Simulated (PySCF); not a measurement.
C₃H₉FOSi, SMILES CO[Si@@H](C)CF.

Geometry optimised at r2SCAN-D4/def2-SVP. The structure was generated by enumeration; whether it is a known compound was not checked. The values are those of a single conformer.

Computed with r2SCAN-D4/def2-SVP run with PySCF.

Frequencies are harmonic and unscaled.

```csv
mode,ν (cm⁻¹),IR (km/mol),moving atoms (share of kinetic energy)
1,52,1.1,"H 52 %, C 35 %"
2,69,3.0,"H 43 %, F 25 %, C 23 %"
3,81,1.5,"H 53 %, C 20 %, F 19 %"
4,127,5.3,"H 37 %, C 30 %, F 23 %"
5,159,1.5,"H 82 %, C 9 %"
6,169,4.3,"C 45 %, H 29 %, O 14 %"
7,231,10.8,"H 33 %, C 25 %, O 25 %, Si 16 %"
8,279,4.3,"F 24 %, O 21 %, H 20 %, C 20 %, Si 15 %"
9,341,5.0,"O 33 %, Si 24 %, F 18 %, H 17 %"
10,600,9.4,"H 91 %, C 8 %"
11,638,2.6,"C 54 %, H 27 %, O 10 %, Si 9 %"
12,711,9.9,"H 42 %, C 37 %, Si 17 %"
13,752,5.4,"H 44 %, Si 20 %, C 20 %, O 16 %"
14,762,43.6,"H 43 %, C 28 %, Si 25 %"
15,833,75.6,"H 55 %, C 25 %, Si 17 %"
16,879,194.7,"H 70 %, Si 17 %, C 10 %"
17,897,137.8,"H 73 %, Si 15 %, C 10 %"
18,1035,64.7,"C 52 %, F 41 %"
19,1148,187.5,"O 41 %, C 34 %, H 24 %"
20,1173,0.6,"H 76 %, C 19 %"
21,1207,94.1,"H 54 %, C 23 %, O 22 %"
22,1229,5.5,H 90 %
23,1253,47.9,"H 77 %, C 22 %"
24,1298,1.8,"H 74 %, C 24 %"
25,1424,3.6,H 96 %
26,1428,4.1,H 96 %
27,1451,4.9,H 94 %
28,1472,2.1,H 95 %
29,1474,10.8,H 92 %
30,1478,6.6,H 94 %
31,2252,135.4,H 97 %
32,2979,66.2,H 97 %
33,3014,25.8,H 95 %
34,3035,1.3,H 97 %
35,3056,50.6,"H 90 %, C 10 %"
36,3079,22.6,"H 90 %, C 10 %"
37,3114,32.0,"H 91 %, C 9 %"
38,3137,3.7,"H 91 %, C 9 %"
39,3148,1.8,"H 91 %, C 9 %"
```
